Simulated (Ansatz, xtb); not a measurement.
# B3ClH7N3Si: 3 structures ranked

3 gas-phase structures of B3ClH7N3Si, from a drawn sample of its isomers (lower ones may exist). Each was relaxed with GFN2-xTB:

A. `[SiH3]N1BNB(Cl)NB1`, a singlet
B. `[SiH3]N1BNBNB1Cl`, a singlet
C. `[SiH3]B1NBNB(Cl)N1`, a singlet

Which do you expect lowest at r2SCAN-D4/def2-SVP, and how would the others follow?

Calculated order at r2SCAN-D4/def2-SVP: A (0.0), B (0.5), C (42.7) kJ/mol. Less than 1 kcal/mol parts A and B, so the order within that pair means little.

Energies above the lowest of each column, in kJ/mol; the last columns are at PBE0-D3(BJ)/def2-SVP geometries:

```csv
structure,GFN2-xTB,HF/STO-3G,r2SCAN-D4/def2-SVP,PBE0-D3(BJ)/def2-SVP,CCSD(T)/def2-SVP + ΔMP2/def2-TZVPP
A,11.0,0.0,0.0,3.5,2.0
B,0.0,1.6,0.5,0.0,0.0
C,119.6,69.0,42.7,39.7,60.2
```

CCSD(T)/def2-SVP + ΔMP2/def2-TZVPP has A and B within 1 kcal/mol of each other at the bottom, and every level picks one of them. CCSD(T)/def2-SVP + ΔMP2/def2-TZVPP orders those it was run on as B (0.0), A (2.0), C (60.2) kJ/mol. Less than 1 kcal/mol parts B and A, so the order within that pair means little. C keeps a small imaginary mode. ΔMP2 is the change of the MP2 energy from the smaller to the larger basis.

Programs: Ansatz 0.2.0, xtb 6.7.1.
